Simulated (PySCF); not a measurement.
A structure optimised at PBE-D3(BJ)/def2-SVP, used in a PySCF frequency run:

```xyz
6

In    -0.0023     0.6726     0.0000
Br    -0.0181    -1.8186     0.0000
O     -1.7508     1.6646     0.0000
H     -1.5504     2.6228     0.0000
O      1.7290     1.7094     0.0000
H      2.4735     1.0749     0.0000
```

Task: Write its SMILES, formula and point group.

Result: [OH][In]([OH])[Br], BrH2InO2, Cs

Task: What are its rotational constants (standard atomic weights)?

Result: 4.7916, 1.2180, 0.97114 GHz
